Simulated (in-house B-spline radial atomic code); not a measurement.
Ionising Re²⁰⁺ with different functionals

Computed with an all-electron radial atomic-structure program (B-spline basis): scalar-relativistic (spin-free X2C) Hamiltonian, Fermi nucleus of rms radius 5.3698 fm, spin-polarised at highest spin, spherical fractional occupations for the functionals. The ionisation energy is the difference of two self-consistent energies, [Kr] 4d10 4f9 → [Kr] 4d10 4f8, without Breit or QED terms; ε is the level of the shell that loses the electron (its least bound occupied spin orbital). There is no spin-orbit coupling in this Hamiltonian.

Hybrids are left out here: with spherical fractional occupations of an open shell their exact exchange keeps a self-interaction that integer-occupation calculations don't have.

```tsv
method	rung	ΔSCF (eV)	-ε(4f) (eV)
PBEsol	GGA	547.97	526.80
AM05	GGA	548.12	526.95
RPBE	GGA	547.85	526.69
r2SCAN	meta-GGA	546.39	525.49
```

(1) How do they compare with the NIST value?

Answers

(1) NIST lists 570 eV ± 30 (tabulated theory, ground level to ground level). Errors run from -23.61 to -21.88 eV; all lie within about twice that uncertainty, so the table can't rank the methods.
